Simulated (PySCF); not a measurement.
Al(H)(Me)(SMe), C2H7AlS, SMILES [CH3][AlH][S]C (CAM-B3LYP/def2-SVP optimised geometry):

```
11

Al     0.466     0.298     0.000
H     -0.426     1.606     0.000
C      2.411     0.298     0.000
H      2.803     0.830     0.883
H      2.803     0.829    -0.884
H      2.840    -0.715     0.001
S     -0.585    -1.606    -0.002
C     -2.356    -1.140     0.002
H     -2.496    -0.051    -0.010
H     -2.832    -1.551     0.902
H     -2.840    -1.572    -0.883
```

Method: CAM-B3LYP/def2-TZVP run with PySCF.

Task: What are the frontier orbital energies and the dipole moment?

Result: HOMO-2 -9.60 eV, HOMO-1 -9.14 eV, HOMO -8.32 eV, LUMO 0.12 eV, LUMO+1 1.21 eV; dipole moment 0.97 D.

On the same geometry PBE/def2-TZVP (PySCF) gives HOMO-2 -6.91 eV, HOMO-1 -6.62 eV, HOMO -5.89 eV, LUMO -1.55 eV, LUMO+1 -0.50 eV; dipole moment 0.82 D.

Meta-Löwdin charges at CAM-B3LYP/def2-TZVP: Al1 0.64, H2 -0.16, C3 -0.65, H4 0.13, H5 0.13, H6 0.13, S7 -0.22, C8 -0.37, H9 0.12, H10 0.13, H11 0.13.
